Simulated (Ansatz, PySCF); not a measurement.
FGeH7Si2, SMILES [GeH3][SiH2][SiH2]F.

Coordinates come from a r2SCAN-D4/def2-SVP optimisation. The structure was generated by enumeration, and PubChem lists no compound with its InChIKey, so it may never have been made. The values are those of a single conformer.

Vertical ionisation energy (IE) and electron affinity (EA) in eV. Rows of orbital energies are one-electron estimates. Where ΔSCF, EOM or ADC give a negative EA the extra electron is unbound and the value depends on the basis.

```json
[
 {"level": "−ε(HOMO), −ε(LUMO), ωB97X/def2-TZVP (PySCF)", "IE": "(withheld)", "EA": "(withheld)"},
 {"level": "−ε(HOMO), −ε(LUMO), PBE/def2-TZVP (PySCF)", "IE": "6.99", "EA": "1.78"},
 {"level": "ΔSCF, CAM-B3LYP/def2-SVPD (Ansatz), final states of multiplicity 2 and 2", "IE": "10.12", "EA": "-0.60"},
 {"level": "ΔSCF, PBE/def2-SVPD (Ansatz), final states of multiplicity 2 and 2", "IE": "9.71", "EA": "-0.27"}
]
```

Q: Fill in the missing entries. (An estimate is asked for; the answer gives what the named calculation found.)

A: 
- −ε(HOMO), −ε(LUMO), ωB97X/def2-TZVP (PySCF), IE: 10.32
- −ε(HOMO), −ε(LUMO), ωB97X/def2-TZVP (PySCF), EA: -1.02

Q: What vertical singlet–triplet gap does ΔSCF give with CAM-B3LYP/def2-SVPD (Ansatz, a first-principles code) and with PBE/def2-SVPD (Ansatz)? (The exact figures need the calculation; the answer reports its results.)

A: 5.56 and 4.94 eV (triplet above singlet where positive).
